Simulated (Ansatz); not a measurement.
Computed with Ansatz on PBE0-D4/def2-TZVP structures; ΔE is electronic, products minus reactants. CCSD(T)/CBS is the MP2 limit (def2-TZVPP, def2-QZVPP) plus CCSD(T) − MP2 in def2-TZVPP, frozen cores. Functionals use def2-TZVPP. For Se outer-core shells are correlated without core-valence functions, which leaves a few kJ/mol of doubt a bond. Scalar relativity is left out up to krypton. One conformer a species, not always the lowest.

`[SiH3][Se]BCl` + `[AlH2][CH2]Cl` → `[AlH2][Se][SiH3]` + `ClBCCl`  (redistribution)

| level | ΔE (kcal/mol) | difference from CCSD(T)/CBS |
| --- | --- | --- |
| PBE0-D4 | -17.6 | -0.4 |
| ωB97X-V | -17.4 | -0.2 |
| B2PLYP | -17.0 | 0.2 |
| PBE | -16.3 | 0.9 |
| r2SCAN | -17.8 | -0.6 |
| HF/def2-TZVPP | -20.1 | -2.9 |
| MP2/def2-TZVPP | -17.3 | -0.1 |
| SCS-MP2/def2-TZVPP | -17.3 | -0.1 |
| MP2/def2-QZVPP | -17.1 | 0.1 |
| MP2/CBS(def2) | -17.1 | 0.1 |
| CCSD(T)/CBS | -17.2 | 0 |

Largest T1 diagnostic among the species: 0.012.

In def2-TZVPP, CCSD(T) changes the Hartree–Fock value by +2.8 kcal/mol (the triples alone add +0.3 kcal/mol) and MP2 by +2.9 kcal/mol. From PBE to PBE0 (25 % exact exchange), in def2-TZVPP and without D4, ΔE moves by −1.2 kcal/mol.
